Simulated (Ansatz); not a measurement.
C$_{5}$H$_{7}$Cl (SMILES C=C=CCCCl), singlet, at a GFN2-xTB geometry; MP2/6-31G in Ansatz (an electronic-structure program).

Here is a job for Ansatz.
Ansatz 0.2 input:
```yaml
crystal:
  periodic: [false, false, false]
  atoms:
    - {symbol: C, position_ang: [3.48286300, -0.52740012, 0.40441931]}
    - {symbol: C, position_ang: [2.26935199, -0.80780085, 0.05499483]}
    - {symbol: C, position_ang: [1.05325469, -1.07221161, -0.30989078]}
    - {symbol: C, position_ang: [0.01961339, -0.02084293, -0.61325601]}
    - {symbol: C, position_ang: [-1.13047590, -0.12622236, 0.37877537]}
    - {symbol: Cl, position_ang: [-2.38992991, 1.08713936, 0.01472791]}
    - {symbol: H, position_ang: [3.76225378, -0.40721237, 1.43902622]}
    - {symbol: H, position_ang: [4.27144194, -0.41165179, -0.32198881]}
    - {symbol: H, position_ang: [0.72469504, -2.09961617, -0.40130465]}
    - {symbol: H, position_ang: [0.46869187, 0.97148557, -0.55482386]}
    - {symbol: H, position_ang: [-0.36389084, -0.16838578, -1.62620095]}
    - {symbol: H, position_ang: [-0.79081203, 0.06445238, 1.39690826]}
    - {symbol: H, position_ang: [-1.61121452, -1.10357377, 0.32775292]}
basis:
  gaussian:
    orbitals: 6-31G
magnetization: {spin_polarized: false}
correlation: {method: mp2}
```

Output, abridged:

```
Functional definition: HF
999 factors; integrals over basis functions are off by at most 2.5e-4 eV
mean field evaluation 1: about -17759.9429 eV, gradient 2.4e1 eV
mean field evaluation 2: about -17759.9458 eV, gradient 2.4e1 eV
mean field evaluation 4: about -17761.9577 eV, gradient 2.4e0 eV
mean field evaluation 8: about -17761.9769 eV, gradient 4.8e-2 eV
mean field -17761.97695880 eV, -652.7406137354 hartree, gradient 1.6e-6 eV, S^2 0.000000; 0 other end points of the search recorded, 0 dependent functions left out; unrestricted orbitals would lower it
mean field evaluation 16: about -17761.9662 eV, gradient 2.0e-1 eV
10 core orbitals not correlated
reference -17761.97695880 eV, -652.7406137354 hartree; 17, 17 occupied and 45, 45 virtual orbitals, 999 factors
second order -13.09090911 eV of doubles, -0.00000000 eV of singles
Total energy: -17775.06786790 eV, -653.2216957717 hartree
```
